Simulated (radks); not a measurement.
Gd4+, 60 electrons, occupied as [Kr] 4d10 4f(5/2: 6, 7/2: 1) 5s2 5p(1/2: 1, 3/2: 4) (not the ground configuration). Method: Dirac Kohn-Sham, PBE, spin-unpolarised, spherical densities, finite nucleus; Fermi nuclear charge, rms radius 5.1569 fm; computed with a radial shooting solver on a logarithmic mesh with Libxc functionals.

Unscreened Slater integrals over Kohn-Sham orbitals (hartree). Large and small components are both included.

integral,value
"F0(4f7/2,4f7/2)",1.1061
"F2(4f7/2,4f7/2)",0.52261
"F4(4f7/2,4f7/2)",0.32716
"F6(4f7/2,4f7/2)",0.23514
"F0(4f7/2,4f5/2)",1.1122
"F2(4f7/2,4f5/2)",0.52564
"F4(4f7/2,4f5/2)",0.32909
"G2(4f7/2,4f5/2)",0.52449
"G4(4f7/2,4f5/2)",0.32841
"G6(4f7/2,4f5/2)",0.23606
"F0(4f7/2,5p3/2)",0.70937
"F2(4f7/2,5p3/2)",0.24867
"G2(4f7/2,5p3/2)",0.12822
"G4(4f7/2,5p3/2)",0.099994
"F0(4f7/2,5p1/2)",0.73993
"G4(4f7/2,5p1/2)",0.11328
"F0(4f5/2,4f5/2)",1.1184
"F2(4f5/2,4f5/2)",0.52877
"F4(4f5/2,4f5/2)",0.33109
"F0(4f5/2,5p3/2)",0.71090
"F2(4f5/2,5p3/2)",0.24705
"G2(4f5/2,5p3/2)",0.12570
"G4(4f5/2,5p3/2)",0.098321
"F0(4f5/2,5p1/2)",0.74165
"G2(4f5/2,5p1/2)",0.14459
"F0(5p3/2,5p3/2)",0.59404
"F2(5p3/2,5p3/2)",0.32274
"F0(5p3/2,5p1/2)",0.60904
"G2(5p3/2,5p1/2)",0.32755
"F0(5p1/2,5p1/2)",0.62573
